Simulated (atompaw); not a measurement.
# Reading a pseudo-wave (ruthenium)

Columns: radius, all-electron u(r) and pseudo u(r) of the 4p shell (level -46.42 eV) of ruthenium in the configuration [Ar] 3d10 4s2 4p6 4d7 5s1 5p0; PBE, scalar-relativistic, PAW (atompaw) scheme, atompaw 4.2.0.5.

```json
{"r (bohr)": "0.092", "all-electron": "0.3386", "pseudo": "0.0193"}
{"r (bohr)": "0.185", "all-electron": "-0.2257", "pseudo": "0.0762"}
{"r (bohr)": "0.277", "all-electron": "-0.5614", "pseudo": "0.1640"}
{"r (bohr)": "0.369", "all-electron": "-0.4552", "pseudo": "0.2753"}
{"r (bohr)": "0.462", "all-electron": "-0.1108", "pseudo": "0.4026"}
{"r (bohr)": "0.554", "all-electron": "0.2746", "pseudo": "0.5331"}
{"r (bohr)": "0.646", "all-electron": "0.6047", "pseudo": "0.6587"}
{"r (bohr)": "0.738", "all-electron": "0.8443", "pseudo": "0.7700"}
{"r (bohr)": "0.831", "all-electron": "0.9934", "pseudo": "0.8597"}
{"r (bohr)": "0.923", "all-electron": "1.0619", "pseudo": "0.9198"}
{"r (bohr)": "1.015", "all-electron": "1.0701", "pseudo": "0.9492"}
{"r (bohr)": "1.108", "all-electron": "1.0354", "pseudo": "0.9494"}
{"r (bohr)": "1.200", "all-electron": "0.9739", "pseudo": "0.9242"}
{"r (bohr)": "1.292", "all-electron": "0.8970", "pseudo": "0.8770"}
{"r (bohr)": "1.385", "all-electron": "0.8123", "pseudo": "0.8088"}
{"r (bohr)": "1.477", "all-electron": "0.7274", "pseudo": "0.7274"}
{"r (bohr)": "1.569", "all-electron": "0.6453", "pseudo": "0.6453"}
{"r (bohr)": "1.662", "all-electron": "0.5674", "pseudo": "0.5674"}
{"r (bohr)": "1.754", "all-electron": "0.4966", "pseudo": "0.4966"}
{"r (bohr)": "1.846", "all-electron": "0.4325", "pseudo": "0.4325"}
{"r (bohr)": "1.938", "all-electron": "0.3752", "pseudo": "0.3752"}
{"r (bohr)": "2.031", "all-electron": "0.3239", "pseudo": "0.3239"}
{"r (bohr)": "2.123", "all-electron": "0.2793", "pseudo": "0.2793"}
{"r (bohr)": "2.215", "all-electron": "0.2403", "pseudo": "0.2403"}
{"r (bohr)": "2.308", "all-electron": "0.2060", "pseudo": "0.2060"}
{"r (bohr)": "2.400", "all-electron": "0.1765", "pseudo": "0.1765"}
```

Q: How many radial nodes do the two functions have?

A: The all-electron 4p function has n − l − 1 = 2; the pseudo-wave has 0, since the states of the same l below it are removed with the core.

Q: At about which radius was the pseudo-wave matched?

A: 1.50 bohr, where the columns begin to agree (steps of 0.09 bohr).

Q: Is the pseudo-wave norm-conserving?

A: No, it belongs to a PAW set: the norm inside the radius is not constrained, and the difference is carried by the augmentation charge.
